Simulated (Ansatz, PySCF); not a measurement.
Constitutional and geometric isomers with formula C3H3F. Isolated molecules, 0 K electronic values unless said otherwise. Strings in code marks are SMILES.

Quantity: electronic energy of isomers of C3H3F relative to `C#CCF`, in kcal/mol.

Level 1: frozen-core CCSD(T)/cc-pVQZ // PBE-D3(BJ)/def2-TZVP (Ansatz, a quantum-chemistry and plane-wave program)
Level 2: B3LYP/3-21G // PBE-D3(BJ)/def2-TZVP (PySCF)
Level 3: B3LYP/6-311+G** // PBE-D3(BJ)/def2-TZVP (PySCF)
Level 4: HF/3-21G // PBE-D3(BJ)/def2-TZVP (PySCF)

| species | level 2 | level 3 | level 4 |
|---|---|---|---|
| `FC1C=C1` | 19.3 | 10.4 | 27.5 |
| `CC#CF` | -1.09 | 9.76 | 5.43 |
| `FC1=CC1` | 20.0 | 21.9 | 33.9 |

Problem. What does level 1 give for each, and how far do the other levels lie from it on average?

Solution. 
- `FC1C=C1`: 10.7
- `CC#CF`: 10.3
- `FC1=CC1`: 21.5
Mean absolute difference from level 1, which has limits of its own, over these rows (drawn at random from the members that have all these levels): level 2 7.16 kcal/mol, level 3 0.39 kcal/mol, level 4 11.4 kcal/mol.
